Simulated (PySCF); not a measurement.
C4H10CdO (SMILES C[O][Cd][CH](C)C), singlet, geometry from GFN2-xTB (such geometries of metal compounds can be far from the true shape) (core potentials on Cd); PySCF with DF-R2SCAN/def2-SVP.

Input for PySCF:
```python
from pyscf import gto, scf, dft

mol = gto.Mole()
mol.atom = '''
    Cd   -0.523459    0.126844   -0.442434
    C    -0.452782   -1.481303    1.059460
    C    -0.247302   -0.780842    2.395332
    C     0.753866   -2.335822    0.697056
    H    -1.357889   -2.095334    1.087806
    H    -0.052339   -1.513978    3.183439
    H     0.614532   -0.108882    2.343148
    H    -1.131875   -0.205671    2.682957
    H     0.589774   -2.880444   -0.236816
    H     0.949427   -3.070125    1.483986
    H     1.645952   -1.710590    0.594819
    O     1.182883    1.301722   -0.435359
    C     1.525255    2.412325   -1.190577
    H     0.826965    3.254021   -1.046652
    H     2.521490    2.753116   -0.871309
    H     1.582736    2.189426   -2.269322
'''
mol.basis = 'def2-svp'
mol.ecp = {'Cd': 'def2-svp'}
mol.charge = 0
mol.spin = 0
mol.verbose = 4
mol.max_memory = 1800
mol.build()

mf = dft.RKS(mol)
mf.xc = 'r2scan'
mf = mf.density_fit(auxbasis='def2-universal-jkfit')
mf.kernel()
```

Write the output that PySCF gives for this input, abridged.


```
PySCF version 2.14.0

[INPUT] verbose = 4
[INPUT] num. atoms = 16
[INPUT] num. electrons = 62
[INPUT] charge = 0
[INPUT] spin (= nelec alpha-beta = 2S) = 0
[INPUT] symmetry False subgroup None
[INPUT] Mole.unit = angstrom
[INPUT] Symbol           X                Y                Z      unit          X                Y                Z       unit  Magmom
[INPUT]  1 Cd    -0.523459000000   0.126844000000  -0.442434000000 AA   -0.989194147439   0.239700420544  -0.836079088196 Bohr   0.0
[INPUT]  2 C     -0.452782000000  -1.481303000000   1.059460000000 AA   -0.855633974133  -2.799256977497   2.002089239932 Bohr   0.0
[INPUT]  3 C     -0.247302000000  -0.780842000000   2.395332000000 AA   -0.467333050057  -1.475577526558   4.526521457407 Bohr   0.0
[INPUT]  4 C      0.753866000000  -2.335822000000   0.697056000000 AA    1.424600274621  -4.414063855734   1.317244933485 Bohr   0.0
[INPUT]  5 H     -1.357889000000  -2.095334000000   1.087806000000 AA   -2.566038317560  -3.959607399489   2.055655416659 Bohr   0.0
[INPUT]  6 H     -0.052339000000  -1.513978000000   3.183439000000 AA   -0.098906375634  -2.861003778617   6.015827844259 Bohr   0.0
[INPUT]  7 H      0.614532000000  -0.108882000000   2.343148000000 AA    1.161297174781  -0.205757159895   4.427907989322 Bohr   0.0
[INPUT]  8 H     -1.131875000000  -0.205671000000   2.682957000000 AA   -2.138933757242  -0.388661861765   5.070053933985 Bohr   0.0
[INPUT]  9 H      0.589774000000  -2.880444000000  -0.236816000000 AA    1.114511335389  -5.443250277147  -0.447517381915 Bohr   0.0
[INPUT] 10 H      0.949427000000  -3.070125000000   1.483986000000 AA    1.794157005267  -5.801695418180   2.804327112689 Bohr   0.0
[INPUT] 11 H      1.645952000000  -1.710590000000   0.594819000000 AA    3.110398494180  -3.232546611420   1.124045003688 Bohr   0.0
[INPUT] 12 O      1.182883000000   1.301722000000  -0.435359000000 AA    2.235324907404   2.459898070321  -0.822709275865 Bohr   0.0
[INPUT] 13 C      1.525255000000   2.412325000000  -1.190577000000 AA    2.882314220123   4.558633573441  -2.249864460206 Bohr   0.0
[INPUT] 14 H      0.826965000000   3.254021000000  -1.046652000000 AA    1.562737364601   6.149208493583  -1.977885627728 Bohr   0.0
[INPUT] 15 H      2.521490000000   2.753116000000  -0.871309000000 AA    4.764925525830   5.202635229158  -1.646535379869 Bohr   0.0
[INPUT] 16 H      1.582736000000   2.189426000000  -2.269322000000 AA    2.990937567490   4.137415510002  -4.288397068450 Bohr   0.0

nuclear repulsion = 323.516010630439
number of shells = 71
number of NR pGTOs = 247
number of NR cGTOs = 151
basis = def2-svp
ecp = {'Cd': 'def2-svp'}

******** <class 'pyscf.df.df_jk.DFRKS'> ********
method = DFRKS
initial guess = minao
damping factor = 0
level_shift factor = 0
DIIS = <class 'pyscf.scf.diis.CDIIS'>
diis_start_cycle = 1
diis_space = 8
diis_damp = 0
SCF conv_tol = 1e-09
SCF conv_tol_grad = None
SCF max_cycles = 50
direct_scf = False
XC library pyscf.dft.libxc version 7.1.2
    S. Lehtola, C. Steigemann, M. J. T. Oliveira, and M. A. L. Marques,  SoftwareX 7, 1–5 (2018)
XC functionals = r2scan
    J. W. Furness, A. D. Kaplan, J. Ning, J. P. Perdew, and J. Sun,  J. Phys. Chem. Lett. 11, 8208–8215 (2020)
    J. W. Furness, A. D. Kaplan, J. Ning, J. P. Perdew, and J. Sun,  J. Phys. Chem. Lett. 11, 9248–9248 (2020)
    J. W. Furness, A. D. Kaplan, J. Ning, J. P. Perdew, and J. Sun,  J. Phys. Chem. Lett. 11, 8208–8215 (2020)
    J. W. Furness, A. D. Kaplan, J. Ning, J. P. Perdew, and J. Sun,  J. Phys. Chem. Lett. 11, 9248–9248 (2020)
radial grids:
    Treutler-Ahlrichs [JCP 102, 346 (1995); DOI:10.1063/1.469408] (M4) radial grids

becke partition: Becke, JCP 88, 2547 (1988); DOI:10.1063/1.454033
pruning grids: <function nwchem_prune>
grids dens level: 3
symmetrized grids: False
atomic radii adjust function: <function treutler_atomic_radii_adjust>
small_rho_cutoff = 0
Set gradient conv threshold to 3.16228e-05
Initial guess from minao.
tot grids = 191024
init E= -387.078357893464
  HOMO = -0.633085646728333  LUMO = -0.610086795586525  gap/eV = 0.62583
cycle= 1 E= -399.498822483263  delta_E= -12.4  |g|=  2.3  |ddm|= 6.15
  HOMO = 0.139282416720124  LUMO = 0.144907007836518  gap/eV = 0.15305
cycle= 2 E= -359.506975372815  delta_E=   40  |g|= 7.88  |ddm|=   48
  HOMO = -0.22568395522773  LUMO = -0.140161464828566  gap/eV = 2.32719
cycle= 3 E= -400.700214067615  delta_E= -41.2  |g|= 1.03  |ddm|= 47.8
  HOMO = -0.226543201967709  LUMO = -0.127516023521778  gap/eV = 2.69467
cycle= 4 E= -400.626869482219  delta_E= 0.0733  |g|= 1.31  |ddm|= 3.02
  HOMO = -0.17255482820411  LUMO = -0.0948870011470255  gap/eV = 2.11345
cycle= 5 E= -401.074180865211  delta_E= -0.447  |g|= 0.166  |ddm|= 1.38
  HOMO = -0.196011930924381  LUMO = -0.099950413932838  gap/eV = 2.61397
cycle= 6 E= -401.076464623799  delta_E= -0.00228  |g|= 0.159  |ddm|= 0.349
  HOMO = -0.179830971714032  LUMO = -0.103122001765108  gap/eV = 2.08736
cycle= 7 E= -401.079777745891  delta_E= -0.00331  |g|= 0.102  |ddm|= 0.27
  HOMO = -0.188423451009004  LUMO = -0.10143858267681  gap/eV = 2.36698
cycle= 8 E= -401.082180364091  delta_E= -0.0024  |g|= 0.0256  |ddm|= 0.152
  HOMO = -0.186441337672185  LUMO = -0.101608304394041  gap/eV = 2.30842
cycle= 9 E= -401.082386036698  delta_E= -0.000206  |g|= 0.0032  |ddm|= 0.0394
  HOMO = -0.186382127773811  LUMO = -0.101775343311655  gap/eV = 2.30227
cycle= 10 E= -401.082387882493  delta_E= -1.85e-06  |g|= 0.000901  |ddm|= 0.00411
  HOMO = -0.186458742049693  LUMO = -0.101783650098337  gap/eV = 2.30413
cycle= 11 E= -401.082388181046  delta_E= -2.99e-07  |g|= 0.00019  |ddm|= 0.00165
  HOMO = -0.186456012016005  LUMO = -0.101785280826306  gap/eV = 2.30401
cycle= 12 E= -401.082388187672  delta_E= -6.63e-09  |g|= 8.23e-05  |ddm|= 0.000273
  HOMO = -0.186457720372492  LUMO = -0.101781739853848  gap/eV = 2.30415
cycle= 13 E= -401.082388189491  delta_E= -1.82e-09  |g|= 2.59e-05  |ddm|= 0.000111
  HOMO = -0.186461049659154  LUMO = -0.101782733405056  gap/eV = 2.30421
cycle= 14 E= -401.08238818963  delta_E= -1.39e-10  |g|= 7.68e-06  |ddm|= 3.59e-05
  HOMO = -0.186457727517814  LUMO = -0.101782606538727  gap/eV = 2.30413
Extra cycle  E= -401.082388189481  delta_E= 1.49e-10  |g|= 2.56e-05  |ddm|= 4.08e-05
converged SCF energy = -401.082388189481
```
